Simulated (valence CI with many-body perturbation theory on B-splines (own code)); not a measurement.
Which ion has this spectrum?

A relativistic CI+MBPT calculation for an atom or ion with 7 electrons gives these levels (Ry):

| J | Parity | E | g |
| --- | --- | --- | --- |
| 3/2 | odd | 0.00 | 1.31 |
| 3/2 | odd | 95.71 | 1.43 |
| 5/2 | odd | 97.40 | 1.16 |
| 1/2 | odd | 101.19 | 0.62 |
| 5/2 | even | 120.63 | 1.44 |
| 1/2 | even | 128.29 | 2.00 |
| 3/2 | even | 128.38 | 1.17 |
| 3/2 | odd | 197.10 | 1.29 |
| 3/2 | even | 218.34 | 1.58 |
| 5/2 | even | 221.35 | 1.28 |
| 1/2 | even | 226.02 | 1.35 |
| 3/2 | even | 226.64 | 1.01 |
| 3/2 | odd | 254.13 | 1.30 |
| 1/2 | even | 323.08 | 1.88 |

The energies are calculated, and their last digits are not significant.

Problem. Which is it?
A. W67+
B. Lu64+
C. Hf65+
D. Ta66+

Solution. D. Ta66+, ground level (2s^2 2p1/2^2 2p3/2) J=3/2.
